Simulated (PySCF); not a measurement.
CdS, SMILES [S]=[Cd]. The structure is a stationary point at r2SCAN-D4/def2-TZVPD. The def2 effective core potentials stand for the cores of Cd; spin–orbit coupling is left out.

The numbers are results of PySCF with r2SCAN-D4/def2-TZVPD, not measurements.

Harmonic wavenumbers (cm⁻¹): 394. Rotational constants (GHz): 4.074 (linear); symmetry number 1.

Work out the zero-point energy and the ideal-gas rigid-rotor harmonic-oscillator thermochemistry at 298.15 K and 1 atm.

ZPE = ½ Σ hcν = ½ × 394 cm⁻¹ = 0.56 kcal/mol. H − E(el) = 2.84 kcal/mol. Entropy in cal/(mol K): translation 40.81, rotation 16.55, vibration 0.98, total 58.35. G − E(el) = -14.56 kcal/mol. Cp = 8.44 cal/(mol K).
